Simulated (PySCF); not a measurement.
# Be (beryllium, neutral) across methods

[He] 2s1 3s1, high-spin 3S determinant (an excited configuration). All numbers are calculated (PySCF 2.14, the non-relativistic Hamiltonian (point nucleus), in aug-cc-pVDZ (4s3p2d, 23 functions)). The B2PLYP total includes its PT2 part (frozen core); its orbital energies are those of the SCF part.

| method | E (hartree) | mean ε 1s β (eV) | mean ε 2s α (eV) | mean ε 3s α (eV) | Σ⟨r²⟩ (bohr²) | ⟨S²⟩ |
| --- | --- | --- | --- | --- | --- | --- |
| wB97X | -14.4368 | -121.01 | -13.612 | -2.841 | 68.39 | 2.000 |
| r2SCAN | -14.4270 | -115.65 | -10.575 | -1.718 | 66.37 | 2.000 |
| r2SCAN0 | -14.4278 | -120.69 | -11.493 | -1.981 | 65.99 | 2.000 |
| B2PLYP | -14.4170 | -125.34 | -12.319 | -2.171 | 65.84 | 2.000 |
| UHF | -14.37444 | -135.20 | -14.086 | -2.689 | 66.19 | 2.000 |
| LDA | -14.2190 | -111.38 | -10.252 | -1.744 | 65.10 | 2.000 |
| revPBE | -14.4390 | -113.35 | -10.438 | -1.806 | 66.11 | 2.000 |
| PBE0 | -14.4121 | -118.84 | -11.429 | -2.077 | 65.84 | 2.000 |
| PBE | -14.4047 | -113.12 | -10.426 | -1.791 | 65.70 | 2.000 |

The outer electron is Rydberg-like, and this basis confines it to a smaller radius and binds it less than a complete one would.
